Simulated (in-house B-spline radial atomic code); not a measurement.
Ionisation energies along the 12-electron series, configuration [Ne] 3s2, as differences of self-consistent energies. Dirac energy differences include first-order Breit, QED and recoil terms. NIST's values go from ground level to ground level; the uncertainty of those that are theory runs from under 0.1 % in few-electron ions to several per cent in heavy many-electron ones. Computed with a B-spline radial code for spherical atoms: Dirac-Hartree-Fock, average of the configuration, finite nuclei.

```tsv
ion	configuration after	ionisation energy (eV)	IE/(q+1)² (eV)	-ε less Coulomb ΔSCF (eV)	Breit and QED recoil part (eV)	tabulated value (eV)	tabulated kind	computed minus tabulated (eV)
Mg	[Ne] 3s1	6.6	6.6166	0.27884	-0.0010847	7.646236	measured	-1.0
Al+	[Ne] 3s1	17.6	4.3878	0.22744	-0.0032073	18.82855	measured	-1.3
Si2+	[Ne] 3s1	32.0	3.5576	0.2054	-0.0064763	33.493	measured	-1.5
P3+	[Ne] 3s1	49.8	3.1124	0.19416	-0.010976	51.44387	measured	-1.6
S4+	[Ne] 3s1	?	?	?	?	?	measured	?
Cl5+	[Ne] 3s1	95.0	2.6377	0.18418	-0.024511	96.94	semi-empirical	-2.0
Ar6+	[Ne] 3s1	122.3	2.4951	0.18196	-0.033768	124.41	semi-empirical	-2.2
K7+	[Ne] 3s1	?	?	?	?	?	semi-empirical	?
Ca8+	[Ne] 3s1	186.2	2.299	0.1799	-0.058887	188.54	semi-empirical	-2.3
Sc9+	[Ne] 3s1	222.9	2.2287	0.17954	-0.074668	225.18	semi-empirical	-2.3
Ti10+	[Ne] 3s1	262.6	2.1705	0.17944	-0.093143	265.07	semi-empirical	-2.4
V11+	[Ne] 3s1	305.5	2.1216	0.17954	-0.11441	308.5	semi-empirical	-3.0
Cr12+	[Ne] 3s1	351.5	2.0799	0.17977	-0.13881	354.7	semi-empirical	-3.2
Mn13+	[Ne] 3s1	400.6	2.044	0.1801	-0.16629	402.95	semi-empirical	-2.3
Fe14+	[Ne] 3s1	452.9	2.0128	0.18051	-0.19736	456.2	measured	-3.3
Co15+	[Ne] 3s1	508.3	1.9854	0.18098	-0.23194	511.96	semi-empirical	-3.7
Ni16+	[Ne] 3s1	566.8	1.9613	0.1815	-0.27071	571.07	semi-empirical	-4.3
Cu17+	[Ne] 3s1	628.5	1.9398	0.18207	-0.31312	632.5	semi-empirical	-4.0
Zn18+	[Ne] 3s1	693.4	1.9207	0.18266	-0.36021	697.5	semi-empirical	-4.1
Ga19+	[Ne] 3s1	761.4	1.9035	0.18329	-0.41155	765.7	semi-empirical	-4.3
Ge20+	[Ne] 3s1	?	?	?	?	?	semi-empirical	?
As21+	[Ne] 3s1	907.1	1.8742	0.18463	-0.52928	911.7	semi-empirical	-4.6
Se22+	[Ne] 3s1	984.8	1.8616	0.18533	-0.59585	989.6	semi-empirical	-4.8
Br23+	[Ne] 3s1	1065.7	1.8501	0.18606	-0.66849	1070.6	semi-empirical	-4.9
```

Question: Fill in the row of S4+.

Answer: ionisation energy (eV): 70.8; IE/(q+1)² (eV): 2.8318; -ε less Coulomb ΔSCF (eV): 0.18787; Breit and QED recoil part (eV): -0.016968; tabulated value (eV): 72.5945; computed minus tabulated (eV): -1.8.

Question: Fill in the row of K7+.

Answer: ionisation energy (eV): 152.7; IE/(q+1)² (eV): 2.3856; -ε less Coulomb ΔSCF (eV): 0.18064; Breit and QED recoil part (eV): -0.045266; tabulated value (eV): 154.87; computed minus tabulated (eV): -2.2.

Question: Fill in the row of Ge20+.

Answer: ionisation energy (eV): 832.7; IE/(q+1)² (eV): 1.8881; -ε less Coulomb ΔSCF (eV): 0.18395; Breit and QED recoil part (eV): -0.46772; tabulated value (eV): 837.1; computed minus tabulated (eV): -4.4.

Question: How far is this level of theory from the measured and semi-empirical values?

Answer: Over those 24 rows the differences run from -4.94 to -1.03 eV (mean absolute value 3 eV). The calculation leaves out correlation and, in open shells, the multiplet splittings that an average leaves out.
